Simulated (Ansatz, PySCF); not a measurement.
Pulling on the Al1–H3 bond in AlFHI (SMILES [F][AlH][I]) (multiplicity 1 held, fragments rigid). Energies count from the point at 1.559 Å.
Geometry at that point (charge 0, multiplicity 1):
| atom | x (Å) | y (Å) | z (Å) |
|---|---|---|---|
| Al | -0.1596 | -0.9343 | -1.3185 |
| F | -1.7315 | -1.3350 | -1.6085 |
| H | 0.9483 | -1.4609 | -2.2810 |
| I | 0.3153 | 0.4834 | 0.6396 |

Unrestricted levels (U-) break spin symmetry where that is lower. Active spaces are followed from a long bond inwards. Levels need not reach the same state.

Frozen-core correlation. Filled d and f shells under p-block atoms count as core. Rows in 3-21G, LANL2DZ carry no dispersion term and start afresh at each structure; the Pople sets are all-electron and without relativity. LANL2DZ brings its own core potentials from Na on.

Codes used: Ansatz (a quantum-chemistry and plane-wave program); PySCF for 3-21G rows, LANL2DZ rows.  In def2 rows elements past Kr take small-core potentials, without spin–orbit coupling.

Other levels give for the energy at R = 4.989 Å: U-PBE/def2-TZVPP 333.2; U-B3LYP/def2-TZVPP 352.5; U-wB97X-V/def2-TZVPP 363.8; FIC-MRCISD+Q on CASSCF(2,2)/def2-TZVPP 360.0 kJ/mol.

Common cheap choices:

```tsv
level	energy at R = 4.989 Å (kJ/mol)
R-HF/3-21G	703.5
U-HF/LANL2DZ	261.2
R-B3LYP/LANL2DZ	506.5
U-B3LYP/LANL2DZ	339.8
```

Doubts at one or more of the structures used: a restricted determinant that unrestricted orbitals would lower (R-HF/3-21G); a spin-contaminated determinant (U-HF/LANL2DZ, U-B3LYP/LANL2DZ, U-PBE/def2-TZVPP, U-B3LYP/def2-TZVPP, U-wB97X-V/def2-TZVPP).
